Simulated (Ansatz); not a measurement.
CH7FGeOSi (`CO[SiH](F)[GeH3]`). Total charge 0; spin multiplicity 1.

```
atom   x (Å)   y (Å)   z (Å)
  C1  -1.652  -1.042  -1.223
  O2  -0.463  -0.762  -0.511
 Si3  -0.188   0.594   0.346
  F4  -1.117   0.629   1.652
 Ge5   2.092   0.547   1.003
  H6  -1.427  -1.787  -1.987
  H7  -2.417  -1.442  -0.552
  H8  -2.047  -0.145  -1.714
  H9  -0.596   1.783  -0.452
 H10   2.995   0.582  -0.240
 H11   2.420   1.770   1.875
 H12   2.399  -0.727   1.804
```

Q: List the harmonic frequencies (cm⁻¹, unscaled) at PBE0-D4/def2-TZVP in Ansatz. (Best estimate.)

A: The calculation gave: 71, 74, 89, 106, 153, 226, 316, 380, 461, 493, 768, 778, 832, 844, 874, 885, 905, 1145, 1180, 1216, 1480, 1491, 1501, 2149, 2156, 2162, 2204, 3025, 3098, 3131.

Q: Is this a minimum?

A: Yes, all 30 modes are real.

Q: Give the ideal-gas thermochemistry at 298.15 K and 1 bar (rigid rotor, harmonic oscillator; point group C1, symmetry number 1).

A: Zero-point energy 204.5 kJ/mol; H(298) − E = 230.1 kJ/mol; entropy 395.5 J/(mol·K), of which translation 171.7, rotation 119.2, vibration 104.6; G(298) − E = 112.2 kJ/mol. Modes under 100 cm⁻¹ are hindered rotations or soft bends, so the harmonic entropy is rough.

Q: Rotational constants (cm⁻¹)?

A: 0.1517, 0.03952, 0.03324.
